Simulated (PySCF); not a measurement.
Basis and Hamiltonian dependence of the electron affinity of Br

Br⁻ [Kr] (1S) → Br [Ar] 3d10 4s2 4p5 (2P). Calculated with PySCF 2.14 from differences of total energies of unrestricted determinants, without spin-orbit coupling. Values in eV.

| basis | Hamiltonian | functions | UHF | LDA | PBE0 | MP2 (valence) | CCSD(T) (valence) | CCSD(T) (valence and next inner shell) |
| --- | --- | --- | --- | --- | --- | --- | --- | --- |
| aug-cc-pVDZ-DK | spin-free X2C | 36 | 2.440 | 3.771 | 3.472 | 3.335 | 3.263 | n/a |
| ANO-RCC-VTZP | spin-free X2C | 43 | 2.334 | 3.744 | 3.401 | 3.352 | n/a | 3.300 |
| aug-cc-pwCVDZ-PP with ECP10MDF | ECP | 48 | 2.417 | 3.753 | 3.453 | 3.334 | 3.254 | 3.256 |
| aug-cc-pVTZ-PP with ECP10MDF | ECP | 55 | 2.342 | 3.713 | 3.395 | 3.403 | 3.334 | n/a |
| def2-TZVPPD | non-relativistic | 57 | 2.409 | 3.777 | 3.460 | 3.405 | 3.332 | 3.342 |
| x2c-TZVPPall with one added diffuse shell each of s, p, d type | spin-free X2C | 57 | 2.356 | 3.739 | 3.413 | 3.366 | n/a | 3.308 |
| aug-cc-pVTZ-DK | spin-free X2C | 59 | 2.345 | 3.737 | 3.408 | 3.404 | 3.336 | n/a |
| dyall-av2z | non-relativistic | 92 | 2.498 | 3.826 | 3.534 | 3.396 | 3.313 | n/a |
| aug-cc-pVQZ-DK | spin-free X2C | 93 | 2.339 | 3.730 | 3.403 | 3.493 | 3.440 | n/a |
| aug-cc-pwCVTZ-PP with ECP10MDF | ECP | 96 | 2.335 | 3.709 | 3.391 | 3.401 | 3.332 | n/a |
| def2-QZVPPD | non-relativistic | 98 | 2.391 | 3.766 | 3.447 | 3.496 | 3.440 | n/a |
| x2c-QZVPPall with one added diffuse shell each of s, p, d, f type | spin-free X2C | 113 | 2.337 | 3.729 | 3.401 | 3.466 | n/a | n/a |
| aug-cc-pVQZ-PP with one added diffuse shell each of s, p, d, f, g type with ECP10MDF | ECP | 114 | 2.337 | 3.712 | 3.394 | 3.496 | n/a | n/a |

**Question.** Estimate the row for aug-cc-pVQZ-PP with ECP10MDF (ECP, 89 functions).

**Answer.** From the rows with the same Hamiltonian and similar size; the calculation gives UHF 2.34; LDA 3.71; PBE0 3.39; MP2 (valence) 3.49; CCSD(T) (valence) 3.44 (eV).

Extrapolation of CCSD(T) (valence) from aug-cc-pVTZ-DK and aug-cc-pVQZ-DK: the correlation parts are 0.991 and 1.101 eV; with the X⁻³ form and unrounded values, (4³ × 1.101 − 3³ × 0.991)/(4³ − 3³) = 1.181 eV, and adding the Hartree-Fock value 2.339 eV of the larger basis gives 3.520 eV.

Extrapolation of CCSD(T) (valence) from aug-cc-pVTZ-PP with ECP10MDF and aug-cc-pVQZ-PP with ECP10MDF: the correlation parts are 0.992 and 1.102 eV; with the X⁻³ form and unrounded values, (4³ × 1.102 − 3³ × 0.992)/(4³ − 3³) = 1.183 eV, and adding the Hartree-Fock value 2.337 eV of the larger basis gives 3.520 eV.

Frozen in the all-electron rows: valence: [Ar] 3d10; valence and next inner shell: [Ne]; with a core potential, the same shells as far as they lie outside it.

Non-relativistic rows lack the scalar-relativistic shift.

Between the lowest levels the reference is 3.364 eV (measured; photodetachment measurements, as compiled on the Wikipedia data page of electron affinities); it includes spin-orbit coupling, which these numbers lack.
